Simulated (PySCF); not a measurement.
# How the method changes the constants of PdSe

State: ³Σ⁻ (triplet), unpaired electrons π ↑↑. Set-up: PySCF, spin-free X2C with a Gaussian nucleus, basis sets Pd x2c-TZVPPall, Se x2c-TZVPPall. De refers to Pd (4d10) + Se in their high-spin ground configurations, without counterpoise correction. The functionals are run spin-unrestricted. A positive dipole means Pd(−)Se(+).

```csv
Level,Re (Å),ωe (cm⁻¹),De (eV),μ (D),"CPU s a point (SCF and correlation, without the integrals)"
ROHF,2.363,187,n/a,-1.06,4.4
ROHF-MP2,2.138,390,n/a,n/a,9.9
ROHF-SCS-MP2,2.162,359,n/a,n/a,n/a
PBE,2.239,298,3.03,-1.88,8.6
r²SCAN,2.220,309,3.01,-2.27,13
M06-L,2.259,288,2.75,-2.46,9.4
PBE0,2.224,306,2.47,-2.28,9.2
B97-3,2.250,290,2.20,-2.34,6.4
MN15,2.219,305,2.27,-2.01,9.8
ωB97X,2.235,305,2.16,-2.45,17
B2PLYP,2.228,311,2.51,-2.43,11
```

The bond length runs from 2.138 Å (ROHF-MP2) to 2.363 Å (ROHF). De spans 2.16 eV (ωB97X, range-separated hybrid) to 3.03 eV (PBE, GGA).

Correlated steps freeze 23 core orbitals. The metal atom is held in its measured ground configuration; semilocal functionals can put another filling of s and d lower by some tenths of an eV, and De to that atom would be smaller. Spin–orbit coupling is left out, which matters for elements this heavy, above all for dissociation energies. B2PLYP dipoles, levels and charges come from its SCF part alone. The state is the lowest single determinant that the PBE0 search found; with open d or f shells the true ground state can be another one.

The whole job (state search and all levels along the bond) took about 15 min on 2 threads of Arm Neoverse V1 (shared host), peak memory 7.8 GiB.
